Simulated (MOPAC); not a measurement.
MOPAC input (PM7):

```
PM7 PRECISE GNORM=0.05 LET XYZ UHF MS=0.5 GEO-OK AUX(PRECISION=9) THREADS=1
C4H10N

C    -0.52259556 1    1.41380818 1   -0.54710335 1
C    -0.47628879 1   -0.00863254 1   -0.10906475 1
C    -1.76113446 1   -0.73758789 1    0.07712034 1
C     0.73653517 1   -0.51459163 1    0.60259510 1
N     1.98103512 1   -0.12297846 1   -0.06787998 1
H     0.47082954 1    1.78409374 1   -0.79625337 1
H    -0.92322001 1    2.06075267 1    0.25152764 1
H    -1.18221459 1    1.54698921 1   -1.40901904 1
H    -1.61418387 1   -1.81869408 1    0.13333524 1
H    -2.46315045 1   -0.52641688 1   -0.73370246 1
H    -2.26847651 1   -0.43754736 1    1.00949665 1
H     0.63649361 1   -1.60091063 1    0.74420106 1
H     0.77768246 1   -0.08277357 1    1.61760298 1
H     2.05416823 1   -0.58675710 1   -0.96638075 1
H     2.78572766 1   -0.39586353 1    0.48306804 1
```

Output:

```
 *******************************************************************************
 **                                                                           **
 **                              MOPAC v23.2.5                                **
 **                                                                           **
 *******************************************************************************
 ** MOPAC's Digital Object Identifier: https://doi.org/10.5281/zenodo.6511958 **
 **                                                                           **
 ** Please cite the open-source release paper for use of this MOPAC version:  **
 ** J. E. Moussa and J. J. P. Stewart (2026)                                  **
 ** MOPAC: An open-source semiempirical molecular orbital program             **
 ** J. Open Source Softw., 11(119), 8025, https://doi.org/10.21105/joss.08025 **
 *******************************************************************************

                              PM7 CALCULATION RESULTS

 *******************************************************************************
 *  PM7        - The PM7 Hamiltonian to be used
 *  GEO-OK     - OVERRIDE INTERATOMIC DISTANCE AND OTHER SAFETY CHECKS
 *  UHF        - UNRESTRICTED HARTREE-FOCK CALCULATION
 *  MS=        - IN MECI, MAGNETIC COMPONENT OF SPIN =  0.5
 *  LET        - OVERRIDE SOME SAFETY CHECKS
 *  PRECISE    - TIGHTER CRITERIA TO BE USED
 *  XYZ        - CARTESIAN COORDINATE SYSTEM TO BE USED
 *  GNORM      - EXIT WHEN GRADIENT NORM DROPS BELOW 0.050
 *  AUX        - OUTPUT AUXILIARY INFORMATION
 *******************************************************************************
PM7 PRECISE GNORM=0.05 LET XYZ UHF MS=0.5 GEO-OK AUX(PRECISION=9) THREADS=1
 C4H10N

   ATOM   CHEMICAL          X               Y               Z
  NUMBER   SYMBOL      (ANGSTROMS)     (ANGSTROMS)     (ANGSTROMS)

     1       C         -0.52259556  *   1.41380818  *  -0.54710335  *
     2       C         -0.47628879  *  -0.00863254  *  -0.10906475  *
     3       C         -1.76113446  *  -0.73758789  *   0.07712034  *
     4       C          0.73653517  *  -0.51459163  *   0.60259510  *
     5       N          1.98103512  *  -0.12297846  *  -0.06787998  *
     6       H          0.47082954  *   1.78409374  *  -0.79625337  *
     7       H         -0.92322001  *   2.06075267  *   0.25152764  *
     8       H         -1.18221459  *   1.54698921  *  -1.40901904  *
     9       H         -1.61418387  *  -1.81869408  *   0.13333524  *
    10       H         -2.46315045  *  -0.52641688  *  -0.73370246  *
    11       H         -2.26847651  *  -0.43754736  *   1.00949665  *
    12       H          0.63649361  *  -1.60091063  *   0.74420106  *
    13       H          0.77768246  *  -0.08277357  *   1.61760298  *
    14       H          2.05416823  *  -0.58675710  *  -0.96638075  *
    15       H          2.78572766  *  -0.39586353  *   0.48306804  *

          CARTESIAN COORDINATES

    NO.       ATOM           X           Y           Z

     1         C         -0.5226      1.4138     -0.5471
     2         C         -0.4763     -0.0086     -0.1091
     3         C         -1.7611     -0.7376      0.0771
     4         C          0.7365     -0.5146      0.6026
     5         N          1.9810     -0.1230     -0.0679
     6         H          0.4708      1.7841     -0.7963
     7         H         -0.9232      2.0608      0.2515
     8         H         -1.1822      1.5470     -1.4090
[...]
   5    N        1.916128169    -0.531732809    -0.106593425
   6    H        0.321422473     2.059338446    -0.400558866
   7    H       -1.425675691     2.006168102    -0.132674861
   8    H       -0.746411704     1.361338825    -1.630423610
   9    H       -1.271891116    -1.828374389    -0.327506469
  10    H       -2.386966673    -0.499890800    -0.680181504
  11    H       -2.065004477    -0.964421016     0.995767148
  12    H        0.622162945    -1.195850510     1.417120579
  13    H        1.078907987     0.517156180     1.522613359
  14    H        2.139542681     0.288377001    -0.648205837
  15    H        1.708660737    -1.280800559    -0.748321414

           Empirical Formula: C4 H10 N  =    15 atoms

      MOLECULAR POINT GROUP   :   C1

          ALPHA EIGENVALUES
 -35.25927 -28.16612 -24.60600 -23.47957 -18.38199 -17.05270 -15.69062 -15.49559
 -14.61731 -14.03281 -13.56333 -12.72717 -12.65978 -11.93465  -9.65304  -8.46979
   3.68120   4.31125   4.39218   4.74697   5.46899   5.55769   5.58495   5.64507
   5.68811   6.01695   6.50837   6.76427   6.84149   7.17918

           BETA EIGENVALUES
 -35.15723 -27.98182 -24.52246 -23.39227 -18.14033 -17.01381 -15.58687 -15.07712
 -14.49660 -13.91407 -13.36897 -12.68331 -12.57938 -11.88075  -9.43974   0.77829
   3.85208   4.52886   4.60196   5.11831   5.53527   5.59008   5.68558   5.70533
   5.76301   6.05827   6.52237   6.80363   6.88692   7.19242

              NET ATOMIC CHARGES AND DIPOLE CONTRIBUTIONS

  ATOM NO.   TYPE          CHARGE      No. of ELECS.   s-Pop       p-Pop
    1          C          -0.447974        4.4480     1.04599     3.40199
    2          C          -0.079364        4.0794     1.08923     2.99013
    3          C          -0.447789        4.4478     1.04614     3.40165
    4          C          -0.123175        4.1232     1.06120     3.06197
    5          N          -0.618691        5.6187     1.64884     3.96985
    6          H           0.149397        0.8506     0.85060
    7          H           0.160850        0.8391     0.83915
    8          H           0.156632        0.8434     0.84337
    9          H           0.155252        0.8447     0.84475
   10          H           0.152534        0.8475     0.84747
   11          H           0.159606        0.8404     0.84039
   12          H           0.147684        0.8523     0.85232
   13          H           0.150283        0.8497     0.84972
   14          H           0.241983        0.7580     0.75802
   15          H           0.242773        0.7572     0.75723
 DIPOLE           X         Y         Z       TOTAL
 POINT-CHG.    -1.319     0.340    -0.148     1.370
 HYBRID        -0.659     0.241    -0.895     1.137
 SUM           -1.977     0.581    -1.043     2.310

          ATOMIC ORBITAL ELECTRON POPULATIONS

     Atom    s        px        py        pz
    1  C   1.04599   1.17842   1.07390   1.14967
    2  C   1.08923   0.97821   0.96462   1.04731
    3  C   1.04614   1.10377   1.12466   1.17323
    4  C   1.06120   0.90881   1.15035   1.00281
    5  N   1.64884   1.41425   1.22289   1.33271
    6  H   0.85060
    7  H   0.83915
    8  H   0.84337
    9  H   0.84475
   10  H   0.84747
   11  H   0.84039
   12  H   0.85232
   13  H   0.84972
   14  H   0.75802
   15  H   0.75723

                    (SZ)    =    0.500000
                    (S**2)  =    0.754430

          ATOMIC ORBITAL SPIN POPULATIONS

    Atom   Total    s     px     py     pz
         Atomic
    1  C -0.0416 -0.006 -0.005 -0.021 -0.010
    2  C  0.9724  0.027  0.154  0.150  0.641
    3  C -0.0417 -0.006 -0.016 -0.015 -0.004
    4  C -0.0556 -0.006 -0.027 -0.006 -0.017
    5  N  0.0495 -0.001  0.044  0.005  0.001
    6  H  0.0017  0.002
    7  H  0.0260  0.026
    8  H  0.0254  0.025
    9  H  0.0205  0.020
   10  H  0.0026  0.003
   11  H  0.0299  0.030
   12  H  0.0022  0.002
   13  H  0.0146  0.015
   14  H -0.0031 -0.003
   15  H -0.0027 -0.003

 **********************
 *                    *
 * JOB ENDED NORMALLY *
 *                    *
 **********************

 == MOPAC DONE ==
```

The geometry given is a B3LYP-D3(BJ)/def2-TZVP minimum.
